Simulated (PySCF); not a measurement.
CH₁₀Si₄.
Structure used (PBE0-D3(BJ)/def2-SVP), in Å, numbered top down from 1:
```xyz
15
CH10Si4 angstrom
C      1.9192   -0.3061   -1.0729
Si     1.0892   -0.1552    0.6183
Si    -0.8571   -1.4966    0.6885
Si    -1.9595    0.2937   -0.3831
Si    -0.3759    1.6994    0.6614
H      2.3987   -1.2908   -1.1838
H      1.1781   -0.1920   -1.8789
H      2.6878    0.4713   -1.2014
H      2.0866   -0.2972    1.7248
H     -1.3669   -1.5992    2.0936
H     -0.8591   -2.8531    0.0571
H     -1.6813    0.2457   -1.8554
H     -3.4221    0.5149   -0.1677
H     -0.8162    1.9708    2.0674
H      0.0196    2.9847    0.0057
```

Computed, not measured: core-valence-separated Tamm–Dancoff BHandHLYP/aug-pcX-1 (pcseg-1 on H, def2-SVPD on Si) in PySCF, non-relativistic, gas phase, PBE0-D3(BJ)/def2-SVP geometry. The energies are unshifted.

Question: What does the C 1s absorption edge look like?

Answer: 
```csv
E (eV),f,core hole on,main final orbital
284.76,0.0044,C1,LUMO (79 %)
285.56,0.0235,C1,LUMO+3 (48 %)
285.87,0.0198,C1,LUMO+2 (57 %)
285.97,0.0275,C1,spread
286.26,0.0168,C1,"spread (2 roots, f summed)"
286.43,0.0093,C1,spread
```

The first line with a tenth or more of the strongest one's intensity is at 284.76 eV (f = 0.004), with the hole on C1 (Si-methyl carbon). The strongest listed is at 285.97 eV (f = 0.028; C1).

Roots within 0.03 eV whose holes lie on the same, on equivalent or on shared atoms are summed into one line, and the highest roots are left out, as the search may have cut off their partners. Final orbitals are the ground state's empty Kohn–Sham orbitals.

Question: What is the summed oscillator strength of the listed C K lines, and their intensity-weighted mean energy?

Answer: Σf = 0.101 over 6 lines from 284.76 to 286.43 eV; the weighted mean is 285.90 eV. The strongest line holds 27 % of the sum.

The ionisation thresholds weren't computed; near and above them a finite basis only mimics Rydberg series and continuum.

One conformer stands for the species.
